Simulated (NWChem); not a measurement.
Molecule: CH8OSi2; SMILES C[SiH2][SiH2]O

```xyz
12

C      1.0232    -2.0083    -0.3181
Si    -0.4913    -1.0465     0.2986
Si    -0.4920     1.2195    -0.3473
O      0.7874     2.0927     0.3025
H      0.9968    -3.0446     0.0365
H      1.9524    -1.5513     0.0391
H      1.0576    -2.0259    -1.4129
H     -1.7417    -1.6813    -0.2188
H     -0.5564    -1.1249     1.7911
H     -0.3211     1.3461    -1.8191
H     -1.8112     1.8257     0.0172
H      0.8429     2.1044     1.2681
```
Atoms are numbered in this order, from 1.

Level: B3LYP/6-31G* (spherical d) (NWChem), optimised geometry, unscaled harmonic frequencies. 

```json
[
 {"frequency (cm⁻¹)": "57", "IR intensity (km/mol)": "1.2"},
 {"frequency (cm⁻¹)": "108", "IR intensity (km/mol)": "4.0"},
 {"frequency (cm⁻¹)": "147", "IR intensity (km/mol)": "4.2"},
 {"frequency (cm⁻¹)": "184", "IR intensity (km/mol)": "17.6"},
 {"frequency (cm⁻¹)": "252", "IR intensity (km/mol)": "124.1"},
 {"frequency (cm⁻¹)": "400", "IR intensity (km/mol)": "7.4"},
 {"frequency (cm⁻¹)": "423", "IR intensity (km/mol)": "19.2"},
 {"frequency (cm⁻¹)": "503", "IR intensity (km/mol)": "9.4"},
 {"frequency (cm⁻¹)": "629", "IR intensity (km/mol)": "1.5"},
 {"frequency (cm⁻¹)": "674", "IR intensity (km/mol)": "2.0"},
 {"frequency (cm⁻¹)": "713", "IR intensity (km/mol)": "22.5"},
 {"frequency (cm⁻¹)": "758", "IR intensity (km/mol)": "70.4"},
 {"frequency (cm⁻¹)": "827", "IR intensity (km/mol)": "109.0"},
 {"frequency (cm⁻¹)": "872", "IR intensity (km/mol)": "509.6"},
 {"frequency (cm⁻¹)": "906", "IR intensity (km/mol)": "37.9"},
 {"frequency (cm⁻¹)": "920", "IR intensity (km/mol)": "22.0"},
 {"frequency (cm⁻¹)": "936", "IR intensity (km/mol)": "150.0"},
 {"frequency (cm⁻¹)": "942", "IR intensity (km/mol)": "63.3"},
 {"frequency (cm⁻¹)": "966", "IR intensity (km/mol)": "44.4"},
 {"frequency (cm⁻¹)": "1329", "IR intensity (km/mol)": "7.9"},
 {"frequency (cm⁻¹)": "1497", "IR intensity (km/mol)": "5.2"},
 {"frequency (cm⁻¹)": "1497", "IR intensity (km/mol)": "2.6"},
 {"frequency (cm⁻¹)": "2191", "IR intensity (km/mol)": "120.4"},
 {"frequency (cm⁻¹)": "2203", "IR intensity (km/mol)": "165.4"},
 {"frequency (cm⁻¹)": "2211", "IR intensity (km/mol)": "188.3"},
 {"frequency (cm⁻¹)": "2253", "IR intensity (km/mol)": "149.9"},
 {"frequency (cm⁻¹)": "3053", "IR intensity (km/mol)": "6.4"},
 {"frequency (cm⁻¹)": "3129", "IR intensity (km/mol)": "7.3"},
 {"frequency (cm⁻¹)": "3130", "IR intensity (km/mol)": "8.6"},
 {"frequency (cm⁻¹)": "3800", "IR intensity (km/mol)": "60.2"}
]
```

| Property | Result |
|---|---|
| zero-point energy | 53.6 kcal/mol |
| thermal correction to the enthalpy at 298.15 K (with zero-point energy) | 59.1 kcal/mol |
| heat capacity Cv | 26.6 cal/(mol K) |
| entropy at 298.15 K and 1 atm (symmetry number 1) | 85.6 cal/(mol K) |
| dipole moment | 1.32 D |

Rigid rotor and harmonic oscillator; modes under 100 cm⁻¹ make the entropy uncertain.
